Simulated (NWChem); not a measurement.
A series in which one site is exchanged, each optimised at PBE0/def2-SVP with NWChem, gas phase unless a solvent is named. For some, no frequency run checked for a minimum. def2 effective core potentials on Cd; no spin-orbit coupling.

A: [SH][CdH] (CdH$_{2}$S; site = Cd)
B: [BeH][SH] (BeH2S; site = Be)
C: [MgH][SH] (MgH2S; site = Mg)
D: SS (H₂S₂; site = S)

Values for A:

```
Item                                                Result
--------------------------------------------------  ------
dipole (D), PBE0/def2-SVP                             1.50
orbital gap (eV), PBE0/def2-SVP                       6.14
static polarisability, PBE/def2-SVPD (bohr³)          58.4
lowest singlet excitation, PBE/def2-SVPD, TDA (eV)    4.42
```

**Question.** How do these values change for the other members?

**Answer.** 
```tsv
change from A	B	C	D
dipole (D), PBE0/def2-SVP	-0.54	-0.26	-0.02
orbital gap (eV), PBE0/def2-SVP	+0.71	+0.03	+0.56
static polarisability, PBE/def2-SVPD (bohr³)	-17.3	-2.2	-12.8
lowest singlet excitation, PBE/def2-SVPD, TDA (eV)	+0.47	0.00	+0.02
```
